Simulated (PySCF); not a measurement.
## Heteronuclear NMR

Atom-mapped SMILES (the numbers label the heavy atoms): `[CH3:1][O:2][B:3]([O:4][CH3:5])[O:6][CH3:7]` (H(Xn): hydrogen on atom n).

Computed data (PySCF): structure optimised with PBE0-D3(BJ)/def2-TZVP, σ from GIAO-B97-2/pcSseg-2. One conformer, isolated molecule, rapidly exchanging positions averaged, non-relativistic.

**Question.** What are the 11B shifts?

**Answer.** 
```json
{"atoms": "B3", "environment": "boron bonded to 3 O", "σ (ppm)": "83.8", "δ (ppm)": "16.3"}
```

Shieldings were converted by a linear fit to measured shifts: 11B (scatter 2.4 ppm rms, 9.8 ppm with the 3 outliers that the fit left out vs BF3·OEt2, solution or neat liquid). Occasional misses reach two or three times the rms, and more in compound classes unlike the fitted ones.

On a 600 MHz spectrometer 11B resonates near 192.5 MHz, so 1 ppm is 192.5 Hz.

**Question.** What are the 17O shifts?

**Answer.** 
| atoms | environment | σ (ppm) | δ (ppm) |
| --- | --- | --- | --- |
| O2/O4/O6 | oxygen bonded to C, B | 270.8 | 17.6 |

Shieldings were converted by a linear fit to measured shifts: 17O: δ = 274.03 − 0.947σ (rms 12.2 ppm, 99 shifts vs liquid water, solution or neat liquid). Occasional misses reach two or three times the rms, and more in compound classes unlike the fitted ones.

On a 600 MHz spectrometer 17O resonates near 81.3 MHz, so 1 ppm is 81.3 Hz.
